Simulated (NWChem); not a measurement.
System: BF₂, doublet; SMILES F[B]F

Input file for NWChem:

```
start job
memory heap 200 mb stack 900 mb global 1100 mb
geometry units angstroms noautosym nocenter noautoz
  F      1.136628     0.000000    -0.131689
  B      0.000000     0.000000     0.512857
  F     -1.136628     0.000000    -0.131689
end
basis spherical
  * library def2-tzvp
end
dft
  odft
  mult 2
  xc xcamb88 1.00 lyp 0.81 vwn_5 0.19 hfexch 1.00
  cam 0.33 cam_alpha 0.19 cam_beta 0.46
  iterations 150
end
property
  hyperfine
end
task dft property
```

Output (shortened):

```
             Northwest Computational Chemistry Package (NWChem) 7.3.0
             --------------------------------------------------------

                             Geometry "geometry" -> ""
                             -------------------------

 Output coordinates in angstroms (scale by  1.889725989 to convert to a.u.)

  No.       Tag          Charge          X              Y              Z
 ---- ---------------- ---------- -------------- -------------- --------------
    1 F                    9.0000     1.13662800     0.00000000    -0.13168900
    2 B                    5.0000     0.00000000     0.00000000     0.51285700
    3 F                    9.0000    -1.13662800     0.00000000    -0.13168900

 Effective nuclear repulsion energy (a.u.)      55.3040839151

                              NWChem Property Module
                              ----------------------

  itol2e modified to match energy
  convergence criterion.

                                 NWChem DFT Module
                                 -----------------

 Summary of "ao basis" -> "ao basis" (spherical)
 ------------------------------------------------------------------------------
       Tag                 Description            Shells   Functions and Types
 ---------------- ------------------------------  ------  ---------------------
 F                         def2-tzvp                11       31   5s3p2d1f
 B                         def2-tzvp                11       31   5s3p2d1f

  itol2e modified to match energy
  convergence criterion.

            General Information
            -------------------
          SCF calculation type: DFT
          Wavefunction type:  spin polarized.
          No. of atoms     :     3
          No. of electrons :    23
           Alpha electrons :    12
            Beta electrons :    11
          Charge           :     0
          Spin multiplicity:     2
          Use of symmetry is: off; symmetry adaption is: off
          Maximum number of iterations: 150
          AO basis - number of functions:    93
                     number of shells:    33
          Convergence on energy requested:  1.00D-07
          Convergence on density requested:  1.00D-05
          Convergence on gradient requested:  5.00D-04

              XC Information
              --------------
                     Hartree-Fock (Exact) Exchange  1.000
                   CAM-Becke88 Exchange Functional  1.000
                      VWN V Correlation Functional  0.190 local
              Lee-Yang-Parr Correlation Functional  0.810

[...]

          ----------------------
          Hyperfine Interactions
          ----------------------

 Total Spin Density (Fermi Contact Term)
 ------------------ --------------------
     Atom            x         y         z       Density (a.u.)      Aiso(MHz)     Aiso(Gauss)
     1  19-F      2.14792   0.00000  -0.24886       0.131090        551.553916     196.807820
     2  11-B      0.00000   0.00000   0.96916       0.585728        840.148246     299.785280
     3  19-F     -2.14792   0.00000  -0.24886       0.131090        551.553938     196.807828

           -------------------------------------------
           Anisotropic Interaction (Spin-Dipolar Term)
           -------------------------------------------

 ------------------------------------------------------------
     Atom            x         y         z
 ------------------------------------------------------------
     1  19-F      2.14792   0.00000  -0.24886

   Spin-Dipolar term (a.u.)
        xx             yy             zz             xy             xz             yz
 ------------------------------------------------------------------------------------------
      -0.185145      -0.326005       0.511149       0.000000      -0.200936       0.000000

   Principal Comp. of -hf- tensor (au)            Anisotropic -hfcc- (MHz)               Anisotropic -hfcc- (Gauss)
 --------------------------------------------------------------------------------------------------------------------------
     -0.238970    -0.326005     0.564974    -120.016750  -163.727867   283.744617     -42.824888   -58.422076   101.246964

   Orientation of the principal axis of Hyperfine Tensor w.r.t absolute (molecular) frame
 --------------------------------------------------------------------------------------------------------------------------
      0.965945    -0.000000    -0.258749
      0.000000     1.000000     0.000000
      0.258749    -0.000000     0.965945

 ------------------------------------------------------------
     Atom            x         y         z
 ------------------------------------------------------------
     2  11-B      0.00000   0.00000   0.96916

   Spin-Dipolar term (a.u.)
        xx             yy             zz             xy             xz             yz
 ------------------------------------------------------------------------------------------
      -0.196320      -0.156274       0.352594      -0.000000      -0.000000      -0.000000

   Principal Comp. of -hf- tensor (au)            Anisotropic -hfcc- (MHz)               Anisotropic -hfcc- (Gauss)
 --------------------------------------------------------------------------------------------------------------------------
     -0.196320    -0.156274     0.352594     -33.612895   -26.756457    60.369352     -11.993897    -9.547353    21.541250

   Orientation of the principal axis of Hyperfine Tensor w.r.t absolute (molecular) frame
 --------------------------------------------------------------------------------------------------------------------------
      1.000000    -0.000000    -0.000000
      0.000000     1.000000    -0.000000
      0.000000     0.000000     1.000000

 ------------------------------------------------------------
     Atom            x         y         z
 ------------------------------------------------------------
     3  19-F     -2.14792   0.00000  -0.24886

[...]
```

Level: CAM-B3LYP/def2-TZVP, spin-unrestricted, contact and dipolar terms. In the optimisation the excess spin sits in a1 (C2v, its own frame). All runs use the structure optimised with PBE0/def2-SVP, spin-unrestricted. No stability test was run on the SCF state.
